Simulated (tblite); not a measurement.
F$_{2}$In (SMILES [F][In][F]), doublet, geometry from GFN2-xTB (such geometries of metal compounds can be far from the true shape) (the spin is typed, not shown lowest); GFN1-xTB run with tblite.

tblite was given this input:
```
$ tblite run mol.xyz --method gfn1 --charge 0 --spin 1 --grad --json tblite.json --no-restart

# file mol.xyz
3

In     0.21583697     0.08578411     0.06613032
F     -0.77175682     1.20938463    -1.45056227
F     -0.40335556    -1.67643143     1.09051942
```

It wrote (shortened):

```
xTB calculator
 | screened Coulomb repulsion
 | Coulomb electrostatics
 |  * isotropic Klopman-Ohno-Mataga-Nishimoto electrostatics
 |  * onsite third-order electrostatics
 | DFT-D3(BJ) dispersion correction

halogen bonding energy    0.0000000000000E+00 Eh
repulsion energy          9.7018021412169E-04 Eh
dispersion energy        -3.3863961413867E-04 Eh
number of electrons       1.7000000000000E+01 e
integral cutoff           4.0000000000000E+01 bohr

------------------------------------------------------------
  cycle        total energy    energy error   density error
------------------------------------------------------------
      1     -11.67626860685  -1.1676900E+01   5.4373461E-01
      2     -11.82281899550  -1.4655039E-01   1.5458411E-01
      3     -11.82592725146  -3.1082560E-03   5.8259197E-02
      4     -11.82594339022  -1.6138759E-05   1.0044628E-02
      5     -11.82594472060  -1.3303809E-06   1.2694602E-04
      6     -11.82594472064  -3.8600234E-11   7.6751633E-05
      7     -11.82594472065  -5.1034732E-12   8.4542452E-07
------------------------------------------------------------

electronic energy        -1.1826576261246E+01 Eh
total energy             -1.1825944720646E+01 Eh

Post processing:
 | Mayer-Wiberg bond orders

[Info] Tight-binding results written to 'tblite.txt'
[Info] JSON dump of results written to 'tblite.json'
```
